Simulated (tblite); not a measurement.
C₅H₉OSi (doublet state).
Atom-mapped SMILES: `[CH3:1][C@@H:2]1[CH:3]=[CH:4][CH2:5][SiH:6][O:7]1` (hydrogens: H8, H9, H10 on C1; H11 on C2; H12 on C3; H13 on C4; H14, H15 on C5; H16 on Si6)
Bond orders are those of one Lewis drawing.

Computed with GFN2-xTB (tblite), gas phase: L-BFGS steps from a force-field or distance-geometry start until the largest atomic force falls under 0.01 eV/Å.

Step 68: E = -572.7821 eV
```
atom  x, y, z in Å  |  force x, y, z in eV/Å
C1      1.9625    0.1065   -0.4009   -0.027   0.132  -0.069
C2      0.8365    0.7863    0.3984   -0.062   0.004   0.011
C3      0.0614   -0.2147    1.2062    0.024  -0.084  -0.016
C4     -0.9731   -0.9184    0.7627    0.050   0.091   0.041
C5     -1.5310   -0.8478   -0.6204    0.013   0.075   0.074
Si6    -1.3284    0.9568   -1.2082    0.032   0.092  -0.057
O7      0.0113    1.5170   -0.4726    0.071   0.015  -0.008
H8      1.6688   -0.9140   -0.6414    0.137   0.050  -0.043
H9      2.8936    0.1106    0.1664   -0.146  -0.126  -0.095
H10     2.1056    0.6667   -1.3293    0.056  -0.121   0.184
H11     1.2734    1.5286    1.0814    0.000   0.027  -0.053
H12     0.4137   -0.3487    2.2172   -0.005  -0.011   0.066
H13    -1.4783   -1.5880    1.4450   -0.020  -0.046   0.061
H14    -2.5724   -1.1588   -0.6277   -0.094  -0.046   0.033
H15    -0.9954   -1.5532   -1.2537    0.089  -0.023  -0.108
H16    -2.3557    1.8800   -0.7346   -0.117  -0.029  -0.022
```

Step 69: E = -572.7863 eV
```
atom  x, y, z in Å  |  force x, y, z in eV/Å
C1      1.9637    0.1138   -0.3979    0.021  -0.028  -0.080
C2      0.8343    0.7892    0.3982   -0.013   0.014  -0.033
C3      0.0665   -0.2185    1.2044    0.050  -0.008   0.011
C4     -0.9706   -0.9184    0.7642    0.025   0.032   0.040
C5     -1.5346   -0.8505   -0.6160   -0.044   0.049   0.006
Si6    -1.3274    0.9528   -1.2154    0.010   0.070  -0.019
O7      0.0108    1.5151   -0.4778    0.033   0.005  -0.002
H8      1.6539   -0.8993   -0.6687    0.192   0.166   0.004
H9      2.8876    0.0874    0.1863   -0.231  -0.120  -0.149
H10     2.1329    0.6881   -1.3133    0.044  -0.105   0.200
H11     1.2688    1.5364    1.0773   -0.011   0.014  -0.027
H12     0.4261   -0.3569    2.2130   -0.018  -0.004   0.048
H13    -1.4715   -1.5902    1.4481   -0.016  -0.052   0.055
H14    -2.5813   -1.1539   -0.6138   -0.010  -0.022   0.025
H15    -1.0094   -1.5677   -1.2507    0.043   0.054  -0.043
H16    -2.3574    1.8816   -0.7493   -0.075  -0.065  -0.037
```

**Question.** Estimate the geometry and energy of step 70. (The exact step hangs on the optimiser's Hessian estimate; all steps are aligned on step 69, rigid shifts and turns removed.)

**Answer.** E = -572.7929 eV, largest force 0.191 eV/Å
```
atom  x, y, z in Å  |  force x, y, z in eV/Å
C1      1.9591    0.1132   -0.3928    0.048  -0.171  -0.069
C2      0.8296    0.7932    0.3958    0.092   0.028  -0.095
C3      0.0690   -0.2171    1.2044    0.031   0.121   0.016
C4     -0.9676   -0.9149    0.7630   -0.015  -0.046   0.028
C5     -1.5297   -0.8505   -0.6174   -0.096   0.048  -0.071
Si6    -1.3340    0.9594   -1.2144   -0.022   0.013   0.039
O7      0.0164    1.5147   -0.4943   -0.031  -0.017   0.024
H8      1.6437   -0.8922   -0.6799    0.135   0.106   0.014
H9      2.8761    0.0607    0.1951   -0.162  -0.084  -0.054
H10     2.1529    0.6825   -1.3000    0.038   0.036   0.074
H11     1.2663    1.5482    1.0641   -0.026   0.000   0.021
H12     0.4249   -0.3495    2.2150   -0.007  -0.005   0.036
H13    -1.4674   -1.5882    1.4462   -0.022  -0.058   0.056
H14    -2.5771   -1.1612   -0.6131    0.074   0.003   0.010
H15    -1.0001   -1.5638   -1.2576    0.002   0.110   0.024
H16    -2.3697    1.8744   -0.7257   -0.039  -0.085  -0.051
```

The energy changes by -0.0066 eV. The first-order estimate −F·Δx gives -0.0101 eV and the mean of the old and new forces, exact on a quadratic surface, -0.0066 eV. The step makes an angle of 71° with the force vector and moves no atom by more than 0.030 Å.

What follows is the cost of the whole relaxation. Hardware: one thread of an AMD EPYC, shared host with 64 logical CPUs at a one-minute load of 54. Cost: 1.4 s.
